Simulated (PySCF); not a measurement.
## IrH3: breathing scan

Method: PBE0 in PySCF with Ir def2-TZVP with ECP60, H def2-TZVP; scalar-relativistic core potentials, no spin–orbit coupling; density-fitted integrals.

Rigid scan from the singlet minimum (Ir–H 1.532 Å (×3); H–Ir–H 89.5° (×3)). Coordinate: all bonds to the central atom scaled together. Energies in kJ/mol from the minimum.

Task: Predict the curve at 0.88, 0.92, 0.96, 1.00, 1.04, 1.08, 1.14, 1.22, 1.35.

Result: 
```csv
scale of all bonds to the centre,E (kJ/mol),dipole size (D)
0.88,149.9,2.00
0.92,60.0,2.03
0.96,13.5,2.06
1.00,0.0,2.08
1.04,11.1,2.09
1.08,40.6,2.11
1.14,108.5,2.13
1.22,225.4,2.15
1.35,439.2,2.19
```

At long bonds a restricted determinant can lie too high, and another spin state can fall below this curve.

Spin–orbit coupling, left out here, can matter for elements this heavy.

Other isomers or separated fragments may lie lower.
